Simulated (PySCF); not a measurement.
## C4H14Si4: core ionisation energies

Compound: C4H14Si4.
Geometry (PBE0-D3(BJ)/def2-SVP, Å), atoms numbered from 1 in this order:
```xyz
22
C4H14Si4 angstrom
C      2.4526    1.4983    0.8960
Si     1.7567   -0.2549    0.9457
Si     1.5577   -1.4421   -1.0953
Si    -0.4661   -2.3433   -0.2756
Si    -0.5861   -0.4979    1.2004
C     -1.4423    0.9502    0.3671
C     -1.4881    1.0767   -1.1381
C     -2.7416    0.7854   -0.3822
H      2.3746    1.9785    1.8835
H      1.8891    2.1025    0.1691
H      3.5113    1.4931    0.5959
H      2.5037   -1.1079    1.9281
H      2.6425   -2.3876   -1.5068
H      1.2931   -0.4975   -2.2296
H     -1.5889   -2.6093   -1.2304
H     -0.1755   -3.5944    0.4955
H     -1.1472   -0.7361    2.5688
H     -1.3340    1.9000    0.9050
H     -1.0544    0.2776   -1.7479
H     -1.3578    2.0738   -1.5676
H     -3.4880    1.5789   -0.2873
H     -3.1678   -0.2197   -0.4623
```

Method: delta-SCF UKS SCAN, pcX-2 on the ionised atom, pcseg-1 elsewhere, spin-free X2C in PySCF 2.14.0. These are vertical core ionisation energies against the vacuum level, from separate self-consistent calculations with and without the core hole.

**Question.** Give the core binding energies atom by atom.

**Answer.** 
```csv
atom(s),environment,level,binding energy (eV),2p1/2 (eV),above the level's lowest (eV),count
Si5,SiH silicon,Si 2p3/2,105.55,106.17,0.00,1
Si2,SiH silicon,Si 2p3/2,105.62,106.24,+0.07,1
Si3,SiH2 silicon,Si 2p3/2,105.72,106.34,+0.17,1
Si4,SiH2 silicon,Si 2p3/2,105.73,106.36,+0.18,1
C1,Si-methyl carbon,C 1s,290.01,–,0.00,1
C6,sp3 carbon bound to silicon,C 1s,290.03,–,+0.02,1
C8,three-membered-ring carbon,C 1s,290.48,–,+0.47,1
C7,three-membered-ring carbon,C 1s,290.52,–,+0.51,1
Si5,SiH silicon,Si 1s,1845.27,–,0.00,1
Si2,SiH silicon,Si 1s,1845.31,–,+0.04,1
Si3,SiH2 silicon,Si 1s,1845.39,–,+0.12,1
Si4,SiH2 silicon,Si 1s,1845.42,–,+0.15,1
```

Lowest listed C 1s: C1, bonded to 3 H and Si. Highest, 0.51 eV above it: C7, bonded to 2 C and 2 H. The widest gap between neighbouring values is 0.45 eV, between 290.03 and 290.48 eV. Summing the Pauling electronegativity differences to the bonded atoms, each weighted by its formal bond order, gives -1.70 for the lowest site and -0.70 for the highest; no listed site has a larger sum than the highest. The values 290.01 and 290.03 eV; the values 290.48 and 290.52 eV lie too close for their order to be trusted.

The 4 Si 1s values lie within 0.15 eV of each other; Gaussian lines of 0.5 eV full width would blend them into one maximum.

The 4 Si 2p3/2 values lie within 0.18 eV of each other.

**Question.** Which effective nuclear charge Zeff reproduces each element's mean 1s value in the hydrogen-like formula E = 13.606 eV × Zeff²?

**Answer.** C (Z = 6): mean 290.3 eV, Zeff = 4.62, Z − Zeff = 1.38; Si (Z = 14): mean 1845.3 eV, Zeff = 11.65, Z − Zeff = 2.35. Means run over the listed sites, weighted by atom count.

**Question.** Which photon energy gives electrons from Si 1s of Si5 a kinetic energy of 20 eV, and what is their de Broglie wavelength?

**Answer.** hν = 1845.27 + 20 = 1865.27 eV, recoil neglected; λ = 12.264 Å/√(E/eV) = 2.74 Å.

Spin–orbit coupling isn't in the SCF: each 2p doublet comes from a relaxed spin-free hole plus a matrix of the shell (mean-field spin–orbit coupling and the ground-state 2p splitting), with 2p3/2 averaged over its two sublevels. 2p1/2 minus 2p3/2 (ligand field included): Si 0.62 eV. The structure is a single PBE0-D3(BJ)/def2-SVP conformer in the gas phase; no vibrational or solvent corrections.
